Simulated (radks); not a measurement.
Results of a calculation; reference values are marked as such.
Task: Species: Ir. Configuration: [Xe] 4f14 5d7 6s2. Level of theory: Dirac Kohn-Sham, SOGGA, spin-unpolarised, spherical densities, finite nucleus; open shells fill j = l - 1/2 first; Fermi nuclear charge, rms radius 5.4032 fm (a radial shooting solver on a logarithmic mesh with Libxc functionals). Some entries of the table are withheld. Estimate them.

orbital,occ.,eigenvalue (eV),r(max) (bohr)
1s1/2,2,-75955.13,0.01082
2s1/2,2,-13277.94,(1)
2p1/2,2,-12724.11,(2)
2p3/2,4,-11097.53,(3)
3s1/2,2,-3104.810,0.1760
3p1/2,2,-2855.659,0.1644
3p3/2,4,-2499.547,0.1790
3d3/2,4,-2081.695,0.1397
3d5/2,6,-2004.709,0.1437
4s1/2,2,-661.6549,0.3978
4p1/2,2,-556.3873,0.3965
4p3/2,4,-472.0825,0.4269
4d3/2,4,(4),0.4212
4d5/2,6,(5),0.4306
5s1/2,2,-97.3565,0.8917
5p1/2,2,-64.2616,0.9471
4f5/2,6,-63.3762,0.3925
4f7/2,8,-60.2568,0.3972
5p3/2,4,-50.6586,1.028
5d3/2,4,-7.6930,1.280
5d5/2,3,-6.4753,1.322
6s1/2,2,(6),2.403
6p1/2,0,-1.5336,3.139

Result: 
(1) 2s1/2 r(max) (bohr): 0.06253
(2) 2p1/2 r(max) (bohr): 0.04621
(3) 2p3/2 r(max) (bohr): 0.05337
(4) 4d3/2 eigenvalue (eV): -299.0966
(5) 4d5/2 eigenvalue (eV): -283.4454
(6) 6s1/2 eigenvalue (eV): -6.2284
